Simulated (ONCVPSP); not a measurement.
Transferability test, ONCV potential for gallium (Ga)

gallium, optimised norm-conserving Vanderbilt (ONCV), made with ONCVPSP 4.0.1 (LDA (Perdew-Zunger), scalar-relativistic). Core [Ar] 3d10, reference 4s2 4p1. Waves: 4s: rc 1.80 bohr, ncon 4, nbas 8, qcut 3.9 1/bohr, 2 projectors, debl 2.4 Ha; 4p: rc 1.80 bohr, ncon 4, nbas 9, qcut 3.7 1/bohr, 2 projectors, debl 1.8 Ha. Local part: polynomial inside 1.75 bohr (lpopt 4, dvloc0 0 Ha). Core correction: none.

Energies are relative to the spin-unpolarised reference configuration 4s2 4p1; without spin polarisation the order of configurations can differ from experiment.

| valence configuration | charge | ΔE all-electron (eV) | error AE − PS (meV) |
| --- | --- | --- | --- |
| 4s2 4p0 | +1 | 5.888 | +8.2 |
| 4s1 4p0 | +2 | 27.391 | +124 |
| 4s2 4p0.5 | +0.5 | 2.120 | +1.2 |

What are ΔE and the potential's error for 4s0 4p3?

ΔE = 13.544 eV all-electron; the error (AE − PS) is +79 meV.
